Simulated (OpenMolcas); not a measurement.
Computed levels of 3s2 3p3 in ions with 15 electrons, in cm-1 above 4S* 3/2.

| Quantity | Value |
| --- | --- |
| Program | OpenMolcas |
| Method | CASSCF |
| Basis | ANO-RCC-VTZP |
| Scalar Hamiltonian | DKH2, point nucleus |
| Spin-orbit coupling | RASSI with atomic mean-field integrals over the reference wave functions, term energies averaged over their components |

Active space for each ion: 5 electrons in 8 orbitals (3s 3p 4s 4p).

```tsv
Level	P	Cl2+	Ar3+
2D* 3/2	14677	24039	25687
2D* 5/2	14697	24125	25854
2P* 1/2	19597	32474	35736
2P* 3/2	19610	32556	35903
```

Question: Estimate 2D* 3/2, 2D* 5/2 for S+ from its neighbours P and Cl2+.

Answer: 2D* 3/2 is another term, which grows about linearly with the charge: (14677 + 24039) / 2 = 19358. The calculation gives 18706, so the estimate is off by +3.5 %; the measured value is 14853 (NIST Handbook of Basic Atomic Spectroscopic Data).
2D* 5/2 is another term, which grows about linearly with the charge: (14697 + 24125) / 2 = 19411. The calculation gives 18749, so the estimate is off by +3.5 %; the measured value is 14885 (NIST Handbook of Basic Atomic Spectroscopic Data).

Without dynamic correlation excited terms often stand tens of per cent too high (terms of higher spin than the ground term too low), and those without a measured partner can miss by more than the paired ones (holds for P; S+). Active for correlation alone: 4p 4s; no level in the range computed is led by a configuration that fills them, so any true level of that kind is missing (holds for P; S+; Ar3+). The run also gave levels led by 3s2 3p2 4p, which use shells meant for correlation; these and all levels above them are left out (holds for Cl2+). Computed and measured levels are paired by configuration, term and J; levels that our copy of the source lacks, or whose pairing is in doubt (as where it misses far off the trend of its configuration), stay unpaired and out of the deviations. Only configurations of the active space appear.

* marks odd parity.
